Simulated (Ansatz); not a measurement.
Computed with Ansatz on PBE0-D4/def2-TZVP structures; ΔE is electronic, products minus reactants. CCSD(T)/CBS is the MP2 limit (def2-TZVPP, def2-QZVPP) plus CCSD(T) − MP2 in def2-TZVPP, frozen cores. This one scheme is used for every species. DFT in def2-TZVPP. B3LYP here is the variant with VWN-RPA as its local correlation; programs differ in this. One conformer a species, not always the lowest.

`Cl[SiH2]S[SiH](Cl)Cl` + HCl → trichlorosilane + `S[SiH2]Cl`  (ligand exchange at the Si–S bond)

Task: Is it downhill or uphill in electronic energy at CCSD(T)/CBS, and by how much? (Estimate.)

Result: Ansatz gave: Downhill: ΔE = -30.6 kJ/mol.

Task: What do these levels give: PBE0-D4, B3LYP-D4, r2SCAN, PBE0, B3LYP, SCS-MP2/def2-TZVPP, CCSD/def2-TZVPP, CCSD(T)/def2-TZVPP, MP2/def2-QZVPP, SCS-MP2/def2-QZVPP, MP2/CBS(def2), CCSD/CBS(def2)? (Estimate.)

Result: Ansatz gave: PBE0-D4 -27.8, B3LYP-D4 -28.8, r2SCAN -36.6, PBE0 -37.4, B3LYP -45.2, SCS-MP2/def2-TZVPP -33.9, CCSD/def2-TZVPP -35.6, CCSD(T)/def2-TZVPP -32.0, MP2/def2-QZVPP -28.8, SCS-MP2/def2-QZVPP -33.6, MP2/CBS(def2) -27.9, CCSD/CBS(def2) -34.3 kJ/mol.

Largest T1 diagnostic among the species: 0.010.

In def2-TZVPP, CCSD(T) changes the Hartree–Fock value by +19.9 kJ/mol (the triples alone add +3.6 kJ/mol) and MP2 by +22.6 kJ/mol. The D4 term adds +16.3 kJ/mol with B3LYP and +9.6 kJ/mol with PBE0; it sums over pairs of atoms, weighted by their polarisabilities, and B3LYP, whose exchange is more repulsive, gets the larger term.
